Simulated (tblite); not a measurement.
Species: phenylmethanimine, C7H7N.
Atom-mapped SMILES: `[H]/[N:1]=[CH:2]\[c:3]1[cH:4][cH:5][cH:6][cH:7][cH:8]1` (hydrogens: H9 on N1; H10 on C2; H11 on C4; H12 on C5; H13 on C6; H14 on C7; H15 on C8)

Computed with GFN2-xTB (tblite), gas phase: Langevin dynamics at 400 K from the optimised GFN2-xTB geometry, time step 0.5 fs, friction 0.01 fs⁻¹, 2000 steps.

Start geometry:
```
atom  x, y, z in Å
N1      2.985   -0.773   -0.151
C2      2.155    0.158    0.017
C3      0.687    0.116    0.015
C4     -0.018   -1.070   -0.191
C5     -1.399   -1.077   -0.185
C6     -2.098    0.101    0.026
C7     -1.410    1.286    0.232
C8     -0.029    1.295    0.227
H9      2.579   -1.694   -0.312
H10     2.584    1.143    0.189
H11     0.518   -1.995   -0.357
H12    -1.934   -2.001   -0.345
H13    -3.178    0.095    0.030
H14    -1.955    2.204    0.397
H15     0.507    2.220    0.386
```

The statistics below take the 31 frames saved every 25 fs from 250 to 1000 fs; their kinetic temperature (all 3N coordinates) averages 407 K.

**Question.** Give the mean, spread and extremes of the bond lengths.

**Answer.** 
```csv
bond,start (Å),mean (Å),standard deviation (Å),shortest (Å),longest (Å)
N1=C2,1.259,1.261,0.019,1.216,1.302
C2–C3,1.468,1.471,0.032,1.423,1.579
C3–C4,1.395,1.400,0.028,1.358,1.470
C4–C5,1.381,1.391,0.033,1.341,1.468
C5–C6,1.386,1.397,0.030,1.345,1.468
C6–C7,1.386,1.387,0.026,1.330,1.439
C7–C8,1.382,1.381,0.031,1.318,1.429
C3–C8,1.395,1.390,0.021,1.357,1.445
N1–H9,1.020,1.023,0.035,0.951,1.088
C2–H10,1.088,1.093,0.028,1.031,1.149
C4–H11,1.081,1.083,0.029,1.028,1.148
C5–H12,1.080,1.091,0.042,0.974,1.205
C6–H13,1.080,1.091,0.052,1.006,1.191
C7–H14,1.080,1.089,0.034,1.013,1.156
C8–H15,1.081,1.085,0.040,1.018,1.152
```

**Question.** How far does each atom move about its mean position (frames aligned on the start, all atoms weighted alike), and what rms force does it feel?

**Answer.** 
```csv
atom,rms displacement (Å),rms force (eV/Å)
N1,0.22,2.05
C2,0.11,2.04
C3,0.12,1.72
C4,0.14,2.13
C5,0.10,2.17
C6,0.08,2.67
C7,0.09,2.10
C8,0.10,2.34
H9,0.43,1.40
H10,0.33,0.98
H11,0.23,1.03
H12,0.19,1.53
H13,0.21,1.68
H14,0.20,1.26
H15,0.17,1.39
```

The displacements run from 0.08 to 0.43 Å, the largest at H9.

**Question.** Follow the torsion N1–C2–C3–C4 through every second one of these frames.

**Answer.** 
```csv
t (fs),N1–C2–C3–C4 (°)
250,-11
300,9
350,21
400,49
450,27
500,2
550,14
600,-1
650,-9
700,-7
750,-22
800,-2
850,10
900,8
950,22
1000,36
```

Largest departure from the start value over all these frames: N1–C2–C3–C4 49° (start 0°).

**Question.** How widely does the potential energy scatter, against a harmonic estimate?

**Answer.** Mean 0.68 eV above the start, standard deviation 0.165 eV, range 0.40 to 0.97 eV. For 39 classical harmonic modes at 400 K the canonical values are 39kT/2 = 0.67 eV and kT·√(39/2) = 0.152 eV.

The run is classical and short, so these are rough statistics of one trajectory.

The cost below is that of the whole dynamics run. The run took 18 s on Arm Neoverse N1, one thread, shared host, and the process peaked at 0.18 GiB of memory.
